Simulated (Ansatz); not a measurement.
`C[SiH2]S[SiH2][GaH2]`, 14 atoms. Total charge 0; spin multiplicity 1. Correlated methods include outer-core shells of Ga, which these sets cover unevenly. Scalar relativity is left out up to krypton. Hardware: A = 2 threads of an AMD EPYC 7R13 on a shared host; B = 2 threads of an AMD EPYC 7R13 on a shared host and a share of an NVIDIA H100 80 GB. Correlated methods freeze the cores. Open-shell runs search over several starts.

Q: How many basis functions does each run have, and how long does it take in Ansatz? UHF-CCSD(T)/def2-TZVPP energy of the cation [B]; RHF-CCSD(T)/def2-SVP energy [B]; RKS BLYP-D4/def2-TZVPP energy [B]; direct RPA on PBE orbitals/def2-TZVPP energy [B]; UKS ωB97M-V/def2-TZVPP energy of the cation [B]; UHF-MP2/def2-QZVPP energy of the cation [B]; RHF-CCSD(T)/def2-TZVPP energy [B]; RKS PBE0-D4/def2-SVP energy [A]; UKS ωB97X-V/def2-TZVPP energy of the cation [B]; UKS PBE0-D4/def2-TZVPP energy of the cation [B]; RKS ωB97M-V/def2-SVP energy [A]; RKS PBE0-D4/def2-TZVP frequencies [B]. (Best estimate.)

A: Ansatz gave: Other jobs shared the machine, so times are rough.

```tsv
level	job	functions	wall time	peak host memory (GiB)
RKS PBE0-D4/def2-SVP	energy [A]	145	3.5 s	0.89
RKS BLYP-D4/def2-TZVPP	energy [B]	331	7 s	0.89
direct RPA on PBE orbitals/def2-TZVPP	energy [B]	331	7.5 s	1.5
RHF-CCSD(T)/def2-SVP	energy [B]	145	7.5 s	0.89
UKS PBE0-D4/def2-TZVPP	energy of the cation [B]	331	11 s	0.9
UKS ωB97M-V/def2-TZVPP	energy of the cation [B]	331	11 s	1.1
RKS ωB97M-V/def2-SVP	energy [A]	145	12 s	0.89
RHF-CCSD(T)/def2-TZVPP	energy [B]	331	15 s	1.4
UKS ωB97X-V/def2-TZVPP	energy of the cation [B]	331	16 s	1.1
UHF-MP2/def2-QZVPP	energy of the cation [B]	626	21 s	1.2
UHF-CCSD(T)/def2-TZVPP	energy of the cation [B]	331	50 s	1.4
RKS PBE0-D4/def2-TZVP	frequencies [B]	244	2.5 min	0.92
```
